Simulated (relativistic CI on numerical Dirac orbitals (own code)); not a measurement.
Ligand-field terms of d5

Computed with a parametric ligand-field model of a d^n configuration (Racah B and C, spin-orbit zeta, crystal field), exact diagonalisation.

Field parameters in Wybourne normalisation: Oh B⁴₀ = 21Dq, B⁴₄ = √(5/14) B⁴₀. The field is a parameter set, without covalency.

Ground term and bands for B = 790, C = 4060, ζ = 0 cm⁻¹, Oh, 10Dq = 22910 cm⁻¹?

Ground term 6A1 with 2.00 electrons in the two orbitals of the cubic e set. Spin-allowed: none. Lowest spin-forbidden: 2T2 3876 cm⁻¹ (2580 nm), 4T1 8724 cm⁻¹ (1146 nm), 4T2 14260 cm⁻¹ (701 nm). A high-spin d5 ion has no spin-allowed d-d band, hence its pale colour.

Ground term and bands for B = 790, C = 4060, ζ = 0 cm⁻¹, Oh, 10Dq = 7110 cm⁻¹?

Ground term 6A1 with 2.00 electrons in the two orbitals of the cubic e set. Spin-allowed: none. Lowest spin-forbidden: 4T1 23769 cm⁻¹ (421 nm), 4T2 26747 cm⁻¹ (374 nm), 4A1+E 28200 cm⁻¹ (355 nm). A high-spin d5 ion has no spin-allowed d-d band, hence its pale colour.

Ground term and bands for B = 790, C = 4060, ζ = 0 cm⁻¹, Oh, 10Dq = 29230 cm⁻¹?

Ground term 2T2 with 0.05 electrons in the two orbitals of the cubic e set. Spin-allowed: 2A2 24704 cm⁻¹ (405 nm), 2T1 24953 cm⁻¹ (401 nm), 2T2 27010 cm⁻¹ (370 nm), 2E 29059 cm⁻¹ (344 nm). Lowest spin-forbidden: 6A1 8376 cm⁻¹ (1194 nm), 4T1 10887 cm⁻¹ (918 nm), 4T2 16639 cm⁻¹ (601 nm).

Ground term and bands for B = 790, C = 4060, ζ = 0 cm⁻¹, Oh, 10Dq = 32390 cm⁻¹?

Ground term 2T2 with 0.05 electrons in the two orbitals of the cubic e set. Spin-allowed: 2A2 27752 cm⁻¹ (360 nm), 2T1 28003 cm⁻¹ (357 nm), 2T2 30120 cm⁻¹ (332 nm), 2E 32167 cm⁻¹ (311 nm). Lowest spin-forbidden: 4T1 13933 cm⁻¹ (718 nm), 6A1 14541 cm⁻¹ (688 nm), 4T2 19756 cm⁻¹ (506 nm).

Ground term and bands for B = 790, C = 4060, ζ = 0 cm⁻¹, Oh, 10Dq = 24490 cm⁻¹?

Ground term 6A1 with 2.00 electrons in the two orbitals of the cubic e set. Spin-allowed: none. Lowest spin-forbidden: 2T2 825 cm⁻¹, 4T1 7175 cm⁻¹ (1394 nm), 4T2 12777 cm⁻¹ (783 nm). A high-spin d5 ion has no spin-allowed d-d band, hence its pale colour.
